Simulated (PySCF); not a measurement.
## Correlation energy of C (carbon, neutral)

[He] 2s1 2p2 3s1, high-spin 5P determinant (an excited configuration). Calculation: PySCF 2.14, in aug-cc-pVTZ; no relativity, point nucleus. Frozen: 1s2; 4 electrons correlated.

```json
{"level": "CCSD", "correlation energy (mhartree)": "-21.68"}
{"level": "(T)", "correlation energy (mhartree)": "-0.19"}
{"level": "CCSD(T)", "correlation energy (mhartree)": "-21.87"}
```

Diagnostics: T1 = 0.0055, D1 = 0.0126, largest double amplitude 0.035.

Task: Is a single reference adequate?

Result: Yes: T1 lies below 0.03 and no double amplitude reaches 0.07.
